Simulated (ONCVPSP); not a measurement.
**tantalum (Ta): excitation energies, all-electron against ONCV**

* Element: Ta
* Generator: ONCVPSP 4.0.1
* Type: optimised norm-conserving Vanderbilt (ONCV)
* Functional: LDA (Perdew-Wang 92)
* Relativity: scalar-relativistic
* Frozen core: [Xe] 4f14
* Valence charge: 5
* Reference configuration: 5d3 6s2
* Partial waves: 6s: rc 2.85 bohr, ncon 4, nbas 9, qcut 2.5 1/bohr, 1 projector; p scattering state at 0.31 Ha: rc 2.85 bohr, ncon 4, nbas 7, qcut 2.8 1/bohr, 2 projectors, debl 0.8 Ha; 5d: rc 2.90 bohr, ncon 4, nbas 8, qcut 5.7 1/bohr, 1 projector
* Local potential: polynomial inside 2.00 bohr (lpopt 2, dvloc0 0 Ha)
* Core correction: Teter function, fcfact 4.75, rcfact 1.05

In the p channel the program set the typed energies aside and used 0.050, 0.850 Ha.

Energies are relative to the spin-unpolarised reference configuration 5d3 6s2; without spin polarisation the order of configurations can differ from experiment.

| valence configuration | charge | ΔE all-electron (eV) | error AE − PS (meV) |
| --- | --- | --- | --- |
| 5d3 6s1 | +1 | 8.694 | +6.2 |
| 5d3 6s0 | +2 | 23.995 | +38 |
| 5d2 6s0 | +3 | 47.921 | +83 |

Problem. What are ΔE and the potential's error for 5d3 6s0 6p1?

Solution. ΔE = 13.879 eV all-electron; the error (AE − PS) is +12 meV.

Levels in the configuration 5d2 6s0:

| level | all-electron (eV) | pseudo (eV) |
| --- | --- | --- |
| 5d | -29.454 | -29.396 |

Note: no bound ghost flagged; GHOST(+) flagged for s at 6.1 eV, p at 46.1 eV.
